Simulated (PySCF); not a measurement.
Work out the structure from these simulated measurements.

Formula: C11H14.

| Property | Result |
| --- | --- |
| 1H NMR | chemical shifts (computed TMS as zero) by class: 7.48 (2 H), 7.33 (2 H), 7.30 (1 H), 2.47 (1 H), 1.91 (2 H), 1.57 (2 H), 1.45 (2 H), 1.30 (2 H) ppm [GIAO HF/pcSseg-1] |
| 13C NMR | chemical shifts (computed TMS as zero) by class: 159.1 (1 C), 136.6 (2 C), 134.7 (2 C), 132.4 (1 C), 39.2 (1 C), 36.6 (2 C), 27.8 (2 C) ppm [GIAO HF/pcSseg-1] |
| Triplet | lowest triplet excitation (Tamm–Dancoff): 4.04 eV [TDA CAM-B3LYP/def2-SVPD] |
| Rotational structure | rotational constants A, B, C: 2.845, 0.644, 0.603 GHz [PBE0-D3(BJ)/def2-SVP] |
| UV, first state | lowest singlet excitation: 5.39 eV (230 nm, f = 0.003) [TDDFT CAM-B3LYP/def2-SVPD] |
| Couplings | largest of the computed one-bond spin–spin couplings (means over like bonds): 13C–1H +166.7, 13C–1H +165.3 (×2), 13C–1H +162.6 (×2), 13C–1H +136.3 (×2), 13C–1H +136.0 (×2), 13C–1H +134.5 (×2), 13C–1H +134.3 (×2), 13C–1H +134.1 Hz [B3LYP/pcJ-1, spin–dipole term left out] |
| UV, strongest line | among the 10 lowest singlet transitions: S5 at 6.96 eV (178 nm, f = 0.746) [TDDFT CAM-B3LYP/def2-SVPD] |

The electronic properties come from PySCF, for the isolated species, density fitting. Levels stand in brackets. Isolated species at its PBE0-D3(BJ)/def2-SVP geometry (one conformer only). NMR values are class means; diastereotopic atoms form classes of their own.

Question: What is the compound? Reason from the data.

Answer: Numbering: `[cH:1]1[cH:2][cH:3][c:4]([CH:5]2[CH2:6][CH2:7][CH2:8][CH2:9]2)[cH:10][cH:11]1`. Its formula, C11H14, gives 5 degrees of unsaturation: 2 rings and 3 π bonds in the structure found (Kekulé form). 11 carbons fall into 7 classes; from least to most shielded: substituted aromatic carbon [C4] (159.1 ppm), aromatic CH carbon [C2/C11] (136.6 ppm, 2 C), aromatic CH carbon [C3/C10] (134.7 ppm, 2 C), aromatic CH carbon [C1] (132.4 ppm), benzylic-type carbon [C5] (39.2 ppm), ring CH2 carbon [C6/C9] (36.6 ppm, 2 C, up to 5.5 ppm apart in this geometry), ring CH2 carbon [C7/C8] (27.8 ppm, 2 C). Hydrogen classes from least to most shielded: 2 H on the meta carbons, C2/C11 (7.48 ppm), 2 H on the ortho carbons, C3/C10 (7.33 ppm), 1 H on the para carbon, C1 (7.30 ppm), 1 H on a benzylic-type carbon, C5 (2.47 ppm), 2 H on 2 ring CH2 carbons, C6/C9 (1.91 ppm), 2 H on 2 ring CH2 carbons, C7/C8 (1.57 ppm), 2 H on 2 ring CH2 carbons, C7/C8 (1.45 ppm), 2 H on 2 ring CH2 carbons, C6/C9 (1.30 ppm). The couplings run between: +166.7 Hz, aromatic CH carbon [C1] and its hydrogen; +165.3 Hz, aromatic CH carbon [C2] and its hydrogen (with 1 like pair); +162.6 Hz, aromatic CH carbon [C3] and its hydrogen (with 1 like pair); +136.3 Hz, ring CH2 carbon [C6] and its hydrogen (with 1 like pair); +136.0 Hz, ring CH2 carbon [C6] and its hydrogen (with 1 like pair); +134.5 Hz, ring CH2 carbon [C7] and its hydrogen (with 1 like pair); +134.3 Hz, ring CH2 carbon [C7] and its hydrogen (with 1 like pair); +134.1 Hz, benzylic-type carbon [C5] and its hydrogen. The optimised geometry has point group C1 and is an asymmetric top. Structure: `C1=CC=C(C2CCCC2)C=C1`. Computed isomers that give other values at the same levels: `C=C(CCC)c1ccccc1` (rotational constant A: 1.822 GHz; this holds for the one conformer computed); `CCC/C=C\c1ccccc1` (rotational constant A: 2.294 GHz; this holds for the one conformer computed); `CC(C)c1ccc2c(c1)CC2` (rotational constant A: 2.465 GHz; this holds for the one conformer computed). The assignments are read from this structure; whether some other isomer fits the data as well wasn't checked.
